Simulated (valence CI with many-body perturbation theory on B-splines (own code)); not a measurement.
## Level structure of Yb²⁸⁺

Calculated by configuration interaction combined with many-body perturbation theory (CI+MBPT): six valence electrons over a frozen Dirac-Fock core [Kr], a basis of 7 s, 7 p, 8 d, 6 f, 4 g, 1 h functions for each j, with the one-electron correlation potential Σ1 (screened to all orders), the two-electron term Σ2, the three-electron term Σ3, Breit, model QED; selected single and double excitations, second order for the rest, scaled by the run's own slope (own B-spline code, finite nucleus).

The last digits are not significant, and no measured levels were compared; by estimate large intervals hold to a few tenths of a per cent, small ones and those within an open d or f shell to about a per cent. Core correlation moves these levels by up to 8200 cm⁻¹, and in measured spectra 5 to 20 % of such shifts remained as error; rates that hang on mixing are uncertain with them. Among the levels kept, up to 780 cm⁻¹ of a level comes from second order outside the variational space, and about a tenth of that is noise between levels of different J, which matters for small intervals. Only levels of the ground parity were solved; by the run's estimate the other parity begins above the list, which can be wrong where configurations are misplaced.

Levels 1 to 34 of 34, with energies above the lowest level, (4d3/2^4 4d5/2^2) J=4. "Leading %" is the weight of the configuration and term that name the level; weights of strongly mixed levels are sums over their largest components and can fall short. In the jj column 3d3/2^4 stands for four electrons in 3d with j = 3/2. Lifetimes count E1, E2, E3, M1 and M2 decay at the calculated energies, and are blank where another channel may lead or the interval is too uncertain; long ones can be off by a factor of two.

```csv
No.,Configuration,Term,J,E (cm⁻¹),Leading %,Leading jj,g,Lifetime
1,4d⁶,⁵D,4,0,43,4d3/2^4 4d5/2^2 (91 %),1.303,
2,4d⁶,³P,2,19184,41,4d3/2^4 4d5/2^2 (92 %),1.319,429 s
3,4d⁶,³P,0,58434,44,4d3/2^4 4d5/2^2 (76 %),,3.74 s
4,4d⁶,⁵D,3,78858,72,4d3/2^3 4d5/2^3 (92 %),1.398,72.3 μs
5,4d⁶,⁵D,4,89356,38,4d3/2^3 4d5/2^3 (90 %),1.152,66.4 μs
6,4d⁶,⁵D,1,91385,57,4d3/2^3 4d5/2^3 (93 %),1.353,70.8 μs
7,4d⁶,³G,5,110720,58,4d3/2^3 4d5/2^3 (99 %),1.128,294 μs
8,4d⁶,³H,6,112460,70,4d3/2^3 4d5/2^3 (98 %),1.115,3.73 s
9,4d⁶,³F,2,125710,50,4d3/2^3 4d5/2^3 (91 %),0.945,86.5 μs
10,4d⁶,³G,3,129230,30,4d3/2^3 4d5/2^3 (95 %),1.043,100 μs
11,4d⁶,³P,0,155500,81,4d3/2^3 4d5/2^3 (71 %),,335 μs
12,4d⁶,³D,2,157520,34,4d3/2^3 4d5/2^3 (67 %),1.164,110 μs
13,4d⁶,³P,1,160090,49,4d3/2^3 4d5/2^3 (90 %),1.071,113 μs
14,4d⁶,³G,4,162610,37,4d3/2^3 4d5/2^3 (87 %),1.036,679 μs
15,4d⁶,³F,3,171600,53,4d3/2^3 4d5/2^3 (97 %),1.078,139 μs
16,4d⁶,⁵D,2,181850,40,4d3/2^2 4d5/2^4 (81 %),1.412,29.1 μs
17,4d⁶,⁵D,0,190500,53,4d3/2^2 4d5/2^4 (87 %),,23.1 μs
18,4d⁶,³F,4,199000,41,4d3/2^2 4d5/2^4 (95 %),1.096,29.0 μs
19,4d⁶,³D,3,207950,30,4d3/2^2 4d5/2^4 (85 %),1.196,33.0 μs
20,4d⁶,³H,5,209820,58,4d3/2^2 4d5/2^4 (99 %),1.099,57.1 μs
21,4d⁶,¹I,6,221720,70,4d3/2^2 4d5/2^4 (98 %),1.046,81.8 μs
22,4d⁶,³G,3,223660,46,4d3/2^2 4d5/2^4 (96 %),0.952,49.8 μs
23,4d⁶,³P,1,234140,54,4d3/2^2 4d5/2^4 (88 %),1.068,41.1 μs
24,4d⁶,¹G,4,241780,56,4d3/2^2 4d5/2^4 (89 %),1.055,55.1 μs
25,4d⁶,¹D,2,242310,33,4d3/2^2 4d5/2^4 (89 %),1.052,46.3 μs
26,4d⁶,³F,2,271830,72,4d3/2^2 4d5/2^4 (94 %),0.843,29.4 μs
27,4d⁶,³F,4,280930,64,4d3/2^2 4d5/2^4 (92 %),1.163,41.0 μs
28,4d⁶,³P,1,297490,68,4d3/2 4d5/2^5 (95 %),1.498,12.1 μs
29,4d⁶,¹D,2,330770,82,4d3/2^2 4d5/2^4 (92 %),1.028,41.7 μs
30,4d⁶,¹G,4,335160,49,4d3/2 4d5/2^5 (88 %),1.025,17.6 μs
31,4d⁶,³P,2,347170,38,4d3/2 4d5/2^5 (90 %),1.214,18.9 μs
32,4d⁶,³F,3,351260,42,4d3/2 4d5/2^5 (93 %),1.065,21.3 μs
33,4d⁶,¹S,0,363270,65,4d3/2^2 4d5/2^4 (68 %),,24.0 μs
34,4d⁶,¹S,0,444250,49,4d5/2^6 (73 %),,8.96 μs
```

The ionisation energy to 4d⁵ ⁴P5/2 of the next ion comes out as 1067.1 eV (NIST: 1065 ± 4 eV (theoretical)). All 34 levels together are meant to be complete up to 461000 cm⁻¹.
